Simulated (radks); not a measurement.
Spherical quantum dot in the effective-mass picture: electrons in a well V = -V0 / (1 + exp((r - R)/a)) with V0 = 8.83, R = 3.84, a = 0.33, all in effective atomic units (hartree* = m*/eps^2 hartree, bohr* = eps/m* bohr), one dielectric constant everywhere. Calculated with a radial shooting solver with Libxc functionals: non-relativistic Kohn-Sham, PBEsol, spin-polarised, spherical densities. Levels are named by radial order and angular momentum (1s, 1p, 1d, 2s, ...), and open shells are averaged over m.

N = 20, configuration 1s2 1p6 1d10 1f(up 2, down 0). This is the lowest configuration that the search found. Occupied and some empty levels:

level    occupation  eigenvalue (hartree*)  <r> (bohr*)
1s up             1                -1.5137        2.434
1s down           1                -1.4934        2.421
1p up             3                -1.3059        2.587
1p down           3                -1.2828        2.580
1d up             5               -0.96977        2.717
1d down           5               -0.94457        2.713
1f up             2               -0.52821        2.829
1f down           0               -0.50154        2.826
2s up             0               -0.39017        1.892
2s down           0               -0.38167        1.894

Energy (hartree*): total -87.6983, kinetic 15.950, external -164.22, Hartree 68.786, exchange-correlation -8.2168.

Electron density:

r (bohr*)  n(r) (e/bohr*^3)
0.245              0.009993
0.655               0.01620
1.06                0.03271
1.48                0.06545
1.89                 0.1139
2.29                 0.1577
2.70                 0.1558
3.11                0.09341
3.52                0.02797
3.93               0.004029
4.34              0.0003457
4.75             0.00002376
5.16              1.608e-06
